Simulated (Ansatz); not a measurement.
`[OH][Al]([Br])[Br]` + HCl → `[OH][Al]([Cl])[Br]` + HBr at 500 K and 1 bar (ligand exchange at the Al–Br bond).

Calculated with Ansatz (gas phase, PBE0-D4/def2-TZVP geometries, no zero-point term in ΔE). CCSD(T)/CBS is the MP2 limit (def2-TZVPP, def2-QZVPP) plus CCSD(T) − MP2 in def2-TZVPP, frozen cores. This one scheme is used for every species. For Br outer-core shells are correlated without core-valence functions, which leaves a few kJ/mol of doubt a bond. Scalar relativity is left out up to krypton. One conformer a species, not always the lowest.

```
             species  CCSD(T)/CBS energy (Eh)  H − E (kJ/mol)  S (J/(mol·K))
`[OH][Al]([Br])[Br]`              -5464.62977            78.3          391.7
                 HCl               -460.38127            32.5          201.9
`[OH][Al]([Cl])[Br]`              -3351.09145            78.7          379.4
                 HBr              -2573.91920            30.5          213.7
```

H − E and S are ideal-gas, rigid-rotor, harmonic terms from PBE0-D4/def2-TZVP, for one conformer and one mirror image of each species. 1 Eh = 2625.50 kJ/mol, R = 8.31446 J/(mol·K).

Question: By hand: ΔE, ΔH, ΔS and ΔG.

Answer: ΔE = (-3351.09145) + (-2573.91920) − (-5464.62977) − (-460.38127) = 0.00039 Eh = 1.0 kJ/mol. Δ(H − E) = 78.7 + 30.5 − 78.3 − 32.5 = -1.6, so ΔH = -0.6 kJ/mol. ΔS = 379.4 + 213.7 − 391.7 − 201.9 = -0.5 J/(mol·K). ΔG = -0.6 − 500 × (-0.5)/1000 = -0.3 kJ/mol.

Question: By hand: the equilibrium constant, and the temperature at which ΔG would vanish if ΔH and ΔS stayed fixed.

Answer: log₁₀ K = −ΔG/(RT ln 10) = 0.0. ΔG = 0 at ΔH/ΔS = 1200 K, though so small a ΔH makes that figure unsure.

TΔS isn't small against ΔH here. The sign of ΔG lies within the doubt. A doubt of 5 kJ/mol in ΔE shifts log₁₀ K by 0.5 here. Other conformers and mirror images would add mixing entropy, several J/(mol·K) or more a flexible species. These are equilibria of isolated gas molecules and say nothing of rates. Largest T1 diagnostic: 0.009 (customary marks: 0.02 for closed shells, 0.045 for open ones).
